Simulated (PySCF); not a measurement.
29Si chemical shifts

Level of theory: geometry from GFN2-xTB, GIAO PBE0/pcSseg-1 shieldings, in PySCF 2.14 (relativity neglected, single conformer, averaged over atoms made equivalent by symmetry, fast rotation or ring inversion, no solvent model).

Shieldings were converted by a linear fit to measured shifts: 29Si (scatter 8.9 ppm rms, 25.8 ppm with the 6 outliers that the fit left out vs TMS, solution or neat liquid). Occasional misses reach two or three times the rms, and more in compound classes unlike the fitted ones.

Problem. Give the 29Si shifts of `C#C/C=C(\Cl)[SiH2]SC`, `C#C/C=C(\Cl)[SiH2]SC`, `C=C(C)/C(C)=C\S[SiH3]`.

Solution. 
| compound | environment | δ (ppm) |
| --- | --- | --- |
| C#C/C=C(\Cl)[SiH2]SC | silicon bonded to C, S, 2 H | -33.3 |
| C#C/C=C(\Cl)[SiH2]SC | silicon bonded to C, S, 2 H | -33.3 |
| C=C(C)/C(C)=C\S[SiH3] | silicon bonded to S, 3 H | -51.4 |

Problem. Match the shifts -9.2, -30.0, -43.8, -57.3 ppm to `C=CO/C=C\C(=C)[Si@H](C)P`, `CC[C@@H]1C[C@@]1([SiH3])CC`, `N[Si]1(N)CC[C@@H]1F`, `FC(F)=C(F)C[SiH2]C(F)F`.

Solution. -9.2: N[Si]1(N)CC[C@@H]1F (silicon bonded to 2 C, 2 N, in a 4-membered ring); -30.0: C=CO/C=C\C(=C)[Si@H](C)P (silicon bonded to 2 C, P, H); -43.8: FC(F)=C(F)C[SiH2]C(F)F (silicon bonded to 2 C, 2 H); -57.3: CC[C@@H]1C[C@@]1([SiH3])CC (silicon bonded to C, 3 H).
